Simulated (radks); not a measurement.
Question: These are the eigenvalues of the occupied orbitals of an atom or ion with whole-number occupations (hartree). Method: scalar-relativistic Kohn-Sham, r2SCAN, spin-unpolarised, spherical densities, finite nucleus; meta-GGA in the generalised Kohn-Sham scheme; Fermi nuclear charge, rms radius of each element as measured or else 0.836 A^(1/3) + 0.57 fm; computed with a radial shooting solver on a logarithmic mesh with Libxc functionals.

| orbital | eigenvalue |
|---|---|
| 1s | -3076.091 |
| 2s | -691.3297 |
| 2p | -624.8317 |
| 3s | -276.8941 |
| 3p | -257.1729 |

Which element is it, and in what charge state? The configuration may be excited.

Answer: Z = 78, platinum, charge +63: Pt63+ in [Ne] 3s2 3p3. The list shows which subshells hold electrons but not how many an open one holds; the 1s level, -3076.1 hartree, gives Z - s = 78.4 by -(Z - s)^2/2, which with screening and relativity narrows Z to a few neighbours, and the depths of the outer levels then fix element, charge and occupations together.
